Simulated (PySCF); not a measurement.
# A thermochemical cycle for Tl2

MP2 in PySCF with def2-SVP on every atom (core potentials on Tl), for the lowest determinant that a PBE0 search found; no spin–orbit coupling. Tl2, a triplet (σ ↑, π ↑), has De = 1.00 eV to neutral atoms, and Tl₂⁺, a doublet (σ ↑), has De = 1.18 eV to Tl⁺ + Tl.

The adiabatic ionisation energy of Tl2, between the minima, is 5.04 eV.

**Question.** Which ionisation energy of the Tl atom does this level give?

**Answer.** IE(Tl) = IE(molecule) + De(ion) − De(neutral) = 5.04 + 1.18 − 1.00 = 5.22 eV; the measured value is 6.108 eV (NIST ASD).

Correlated steps freeze 8 core orbitals. Correlated levels converge slowly with the basis: in double zeta they bind strong bonds too weakly, by up to about 1 eV, and carry superposition errors of some tenths. These are scalar-relativistic numbers at best; spin–orbit coupling would shift them, the dissociation energy most. States were picked by a PBE0 search and need not be the measured ground states.
